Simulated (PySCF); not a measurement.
Si(Me)(OMe)2(SeH), C3H10O2SeSi, SMILES CO[Si](C)([SeH])OC (GFN2-xTB optimised geometry):

```
17

C     -1.940    -0.277    -0.791
O     -0.679     0.322    -0.876
Si     0.634    -0.052     0.000
C      0.503     0.624     1.778
Se     0.897    -2.320     0.000
O      1.950     0.436    -0.797
C      2.310     1.753    -1.106
H     -2.475    -0.067    -1.716
H     -2.498     0.128     0.056
H     -1.845    -1.361    -0.667
H     -0.263     0.103     2.345
H      0.251     1.682     1.774
H      1.441     0.507     2.313
H      2.322    -2.320     0.000
H      2.498     2.320    -0.192
H      1.521     2.245    -1.675
H      3.221     1.713    -1.703
```

Calculation: CAM-B3LYP/def2-SVP in PySCF 2.14.0.

Question: What are the frontier orbital energies and the dipole moment?

Answer: HOMO-2 -9.69 eV, HOMO-1 -8.94 eV, HOMO -7.77 eV, LUMO 1.71 eV, LUMO+1 2.51 eV; dipole moment 2.32 D.

On the same geometry PySCF 2.14.0 with PBE/def2-SVP gives HOMO-2 -6.62 eV, HOMO-1 -6.28 eV, HOMO -5.32 eV, LUMO -0.26 eV, LUMO+1 0.71 eV; dipole moment 2.20 D.

Meta-Löwdin charges at CAM-B3LYP/def2-SVP: C1 -0.06, O2 -0.61, Si3 1.19, C4 -0.57, Se5 -0.29, O6 -0.61, C7 -0.06, H8 0.11, H9 0.09, H10 0.09, H11 0.12, H12 0.11, H13 0.12, H14 0.07, H15 0.09, H16 0.10, H17 0.11.
